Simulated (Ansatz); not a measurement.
```yaml
crystal:
  periodic: [true, true, true]
  atoms:
    - {symbol: C, position_ang: [-1.144023, 1.263941, 1.243234]}
    - {symbol: O, position_ang: [-0.589063, -0.010831, 1.006249]}
    - {symbol: In, position_ang: [0.427721, -0.403475, -0.624302]}
    - {symbol: N, position_ang: [1.254324, -2.112145, -1.256228]}
    - {symbol: F, position_ang: [0.376722, 1.111040, -1.861618]}
    - {symbol: H, position_ang: [-1.271694, 1.861793, 0.333730]}
    - {symbol: H, position_ang: [-0.516295, 1.836365, 1.936927]}
    - {symbol: H, position_ang: [-2.128819, 1.136071, 1.705454]}
    - {symbol: H, position_ang: [1.622244, -2.704249, -0.523998]}
    - {symbol: H, position_ang: [1.968883, -1.978519, -1.959457]}
basis:
  gaussian: {orbitals: def2-SVP, nuclear_model: gaussian}
total_charge: 1
magnetization: {spin_polarized: true, initial_magnetization: 1}
hamiltonian: {xc: {name: BHLYP}}
output: {forces: true}
```

```sh
$ ansatz run in.yaml --threads 2 --pin off --events-out ev --progress --plain --max-ram 22528MiB --backend cpu
```

(1) How does Ansatz answer? (An estimate is asked.)

Answers

(1) Ansatz gave: The input was rejected before any iteration.
```
Error: YAML parse error: error: line 2 column 3: crystal: missing field `lattice` (a structure is typed as `lattice` and `atoms`, a molecule's as `atoms` in Å alone, or read from a run's directory, `checkpoint`)
 --> <input>:2:3
1 | crystal:
2 |   periodic: [true, true, true]
3 |   atoms:
4 |     - {symbol: C, position_ang: [-1.144023, 1.263941, 1.243234]}
```
